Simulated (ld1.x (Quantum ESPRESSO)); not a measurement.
An all-electron radial function and its pseudo partner (Os)

Columns: radius, all-electron u(r) and pseudo u(r) of the 6s shell (level -6.19 eV) of osmium in the configuration [Xe] 4f14 5d6 6s2 6p0; PBEsol, scalar-relativistic, ultrasoft scheme, ld1.x (Quantum ESPRESSO) 7.5.

```json
{"r (bohr)": "0.155", "all-electron": "0.1320", "pseudo": "-0.0766"}
{"r (bohr)": "0.310", "all-electron": "-0.1853", "pseudo": "-0.1521"}
{"r (bohr)": "0.465", "all-electron": "-0.0555", "pseudo": "-0.2252"}
{"r (bohr)": "0.620", "all-electron": "0.2035", "pseudo": "-0.2950"}
{"r (bohr)": "0.775", "all-electron": "0.3108", "pseudo": "-0.3605"}
{"r (bohr)": "0.930", "all-electron": "0.2633", "pseudo": "-0.4208"}
{"r (bohr)": "1.085", "all-electron": "0.1276", "pseudo": "-0.4752"}
{"r (bohr)": "1.240", "all-electron": "-0.0388", "pseudo": "-0.5233"}
{"r (bohr)": "1.395", "all-electron": "-0.2005", "pseudo": "-0.5647"}
{"r (bohr)": "1.550", "all-electron": "-0.3404", "pseudo": "-0.5991"}
{"r (bohr)": "1.705", "all-electron": "-0.4526", "pseudo": "-0.6266"}
{"r (bohr)": "1.860", "all-electron": "-0.5368", "pseudo": "-0.6472"}
{"r (bohr)": "2.015", "all-electron": "-0.5958", "pseudo": "-0.6610"}
{"r (bohr)": "2.170", "all-electron": "-0.6333", "pseudo": "-0.6684"}
{"r (bohr)": "2.325", "all-electron": "-0.6530", "pseudo": "-0.6696"}
{"r (bohr)": "2.480", "all-electron": "-0.6585", "pseudo": "-0.6648"}
{"r (bohr)": "2.635", "all-electron": "-0.6529", "pseudo": "-0.6545"}
{"r (bohr)": "2.790", "all-electron": "-0.6387", "pseudo": "-0.6388"}
{"r (bohr)": "2.945", "all-electron": "-0.6181", "pseudo": "-0.6181"}
{"r (bohr)": "3.100", "all-electron": "-0.5929", "pseudo": "-0.5929"}
{"r (bohr)": "3.255", "all-electron": "-0.5645", "pseudo": "-0.5645"}
{"r (bohr)": "3.410", "all-electron": "-0.5341", "pseudo": "-0.5341"}
{"r (bohr)": "3.565", "all-electron": "-0.5026", "pseudo": "-0.5026"}
{"r (bohr)": "3.720", "all-electron": "-0.4709", "pseudo": "-0.4709"}
{"r (bohr)": "3.875", "all-electron": "-0.4393", "pseudo": "-0.4393"}
{"r (bohr)": "4.030", "all-electron": "-0.4084", "pseudo": "-0.4084"}
```

Q: How many radial nodes do the two functions have?

A: The all-electron 6s function has n − l − 1 = 5 (the table is too coarse to show those close to the nucleus); the pseudo-wave has 0, since the states of the same l below it are removed with the core.

Q: At about which radius was the pseudo-wave matched?

A: 2.90 bohr, where the columns begin to agree (steps of 0.15 bohr).

Q: Is the pseudo-wave norm-conserving?

A: No, it belongs to an ultrasoft set: the norm inside the radius is not constrained, and the difference is carried by the augmentation charge.
